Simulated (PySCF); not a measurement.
From one molecule to another.

First species: C₅H₄F₂O₃.
SMILES: `C1(=C(OC)C(F)(O1)F)C=O`

Second species: C6H9NSi.
InChI=1S/C6H9NSi/c1-2-8-7-5-3-4-6-7/h2-6H,1,8H2

Levels: PBE0/pcSseg-1 for dipole moment, HOMO energy, LUMO energy and HOMO–LUMO gap; GFN2-xTB for rotational constant A and rotational constant C. Geometries: GFN2-xTB. Each structure is a single optimised conformer of the isolated species, non-relativistic unless stated. Electronic properties by PySCF.

Dipoles, sizes and rotational constants follow the conformer. The torsions of the flexible species, by atom-mapped SMILES:
- `[CH3:1][O:2][C:3]1=[C:4]([CH:5]=[O:6])[O:7][C:8]1([F:9])[F:10]`: C1–O2–C3–C4 180°, C3–C4–C5–O6 180°
- `[CH2:1]=[CH:2][SiH2:3][n:4]1[cH:5][cH:6][cH:7][cH:8]1`: C1–C2–Si3–N4 -177°, C2–Si3–N4–C5 -91°

Values for the first species:

* Dipole moment: 5.85 D
* HOMO energy: -7.15 eV
* LUMO energy: -2.36 eV
* HOMO–LUMO gap: 4.79 eV
* Rotational constant A: 2.001 GHz
* Rotational constant C: 0.770 GHz

Q: Estimate the same properties for the second species, and the change in each.

A: 
| property | first | second | second less first |
| --- | --- | --- | --- |
| dipole moment | 5.85 D | 1.99 D | -3.86 D |
| HOMO energy | -7.15 eV | -6.16 eV | +0.99 eV |
| LUMO energy | -2.36 eV | -0.73 eV | +1.63 eV |
| HOMO–LUMO gap | 4.79 eV | 5.43 eV | +0.64 eV |
| rotational constant A | 2.001 GHz | 4.967 GHz | +2.966 GHz |
| rotational constant C | 0.770 GHz | 0.880 GHz | +0.110 GHz |

On the first: The dipole matches unit charges of opposite sign 1.22 Å apart (1 e·Å = 4.8032 D).

On the second: The dipole matches unit charges of opposite sign 0.41 Å apart (1 e·Å = 4.8032 D).
